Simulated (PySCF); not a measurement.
Cost of one run: shielding job, `C#C[Si@@H](BF)[C@@H]1C=C1C`.

Method: GIAO PBE0/pcSseg-1 NMR shielding, non-relativistic, gas phase (PySCF 2.14.0, density-fitted response routines). Geometry: GFN2-xTB. Work: shieldings, ring-centre shieldings, charges and field gradients, density fitting. The command runs a driver script over a list of jobs; the input below is this job's line of settings and its coordinates in Å.

Command:
```bash
OMP_NUM_THREADS=1 python probes_run.py task.json out
```

Input:
```
{"job": {"kind": "nmr", "xc": "PBE0", "basis": "pcSseg-1"}, "charge": 0, "multiplicity": 1}
C     -2.121770    -1.354140     1.367894
C     -1.746599    -0.739090     0.404990
Si    -1.140034     0.191434    -1.088443
B     -1.609869     2.107770    -1.000065
F     -1.959042     2.746147    -2.099513
C      0.748433    -0.048152    -1.073307
C      1.373129    -1.388889    -0.741975
C      1.476774    -0.484699     0.179287
C      1.890325     0.004352     1.494534
H     -2.455979    -1.894153     2.207654
H     -1.695124    -0.561088    -2.235327
H     -1.584921     2.797921    -0.042333
H      1.311355     0.589259    -1.761283
H      1.539535    -2.367891    -1.114619
H      1.007280     0.297631     2.063371
H      2.529056     0.881943     1.387222
H      2.430454    -0.766324     2.042005
```

Hardware: one thread, Intel Xeon at 2.70 GHz (x86_64), on a shared host. PySCF's memory limit was set to 1040 MB.

Q: How large is the basis?

A: 200 functions for 72 electrons, with 1052 fitting functions; the fitted three-index integrals, 1052 × 200 × 201/2 numbers of 8 bytes, come to 160 MiB.

Question: Which is nearest to the wall time?
A. 10 s
B. 1.4 s
C. 83 s

Answer: C. The run took 83 s. The SCF took 15 cycles.

Q: How much memory does it need at the peak?

A: About 0.90 GiB. Peak memory is the resident size of the whole Python process, interpreter and libraries included.

Q: At this speed, how long would 500 such jobs take on 64 cores, one job a core?

A: 500/64 gives 8 rounds of 83 s, about 11 min of wall time and 12 core-hours, if the jobs don't slow each other.

The SCF part of the output:
```
coarse grid: 15272 points
cycle   1  E = -646.7954754131  dE =  1.142e+00  |g| = 5.992e-01  |ddm| = 3.903e+00
cycle   2  E = -646.7480636142  dE =  4.741e-02  |g| = 8.099e-01  |ddm| = 1.291e+00
cycle   3  E = -646.8723683050  dE = -1.243e-01  |g| = 1.135e-01  |ddm| = 7.345e-01
cycle   4  E = -646.8744327483  dE = -2.064e-03  |g| = 4.738e-02  |ddm| = 1.066e-01
cycle   5  E = -646.8748457540  dE = -4.130e-04  |g| = 2.689e-02  |ddm| = 5.423e-02
cycle   6  E = -646.8750192916  dE = -1.735e-04  |g| = 3.994e-03  |ddm| = 2.046e-02
cycle   7  E = -646.8750231322  dE = -3.841e-06  |g| = 1.296e-03  |ddm| = 6.512e-03
final grid: 144968 points
cycle   8  E = -646.9338252403  dE = -5.087e-05  |g| = 7.440e-03  |ddm| = 3.979e-02
cycle   9  E = -646.9338163726  dE =  8.868e-06  |g| = 9.525e-03  |ddm| = 1.790e-02
cycle  10  E = -646.9338391722  dE = -2.280e-05  |g| = 1.982e-03  |ddm| = 9.981e-03
cycle  11  E = -646.9338400906  dE = -9.184e-07  |g| = 3.960e-04  |ddm| = 1.931e-03
cycle  12  E = -646.9338401236  dE = -3.298e-08  |g| = 1.938e-04  |ddm| = 5.564e-04
cycle  13  E = -646.9338401320  dE = -8.360e-09  |g| = 7.102e-05  |ddm| = 1.728e-04
cycle  14  E = -646.9338401332  dE = -1.215e-09  |g| = 1.684e-05  |ddm| = 8.126e-05
cycle  15  E = -646.9338401332  dE = -6.617e-11  |g| = 5.002e-06  |ddm| = 2.199e-05
converged SCF energy = -646.9338401332
```

On the final grid dE counts from the start density on that grid.

The host was shared with other jobs, so the times are rough.
